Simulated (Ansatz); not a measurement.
C2HF3O2, SMILES `O=C(O)C(F)(F)F`: measurement beside calculation (Ansatz, PBE0-D4/def2-TZVP geometry).

Z-matrix (Å, degrees):
```
C
F 1 1.320
C 1 1.545 2 110.3
F 1 1.332 2 108.7 3 121.1
F 1 1.332 2 108.7 3 -121.1
O 3 1.328 1 109.9 2 179.7
O 3 1.191 1 123.5 2 -0.3
H 6 0.968 3 107.7 1 180.0
```

Measured: 1826 cm⁻¹ (C=O stretch, monomer, gas-phase IR). Source: Copper(II) Perfluorinated Carboxylate Complexes with Small Aliphatic Amines as Universal Precursors for Nanomaterial Fabrication, 2021 (pmc:8659220).

Harmonic PBE0-D4 wavenumbers (cm⁻¹, unscaled): 32, 238, 244, 392, 427, 512, 594, 606, 675, 803, 812, 1166, 1210, 1226, 1284, 1440, 1898, 3780. Fundamentals include anharmonicity and usually lie a few per cent under these; harmonic values from spectra compare directly.
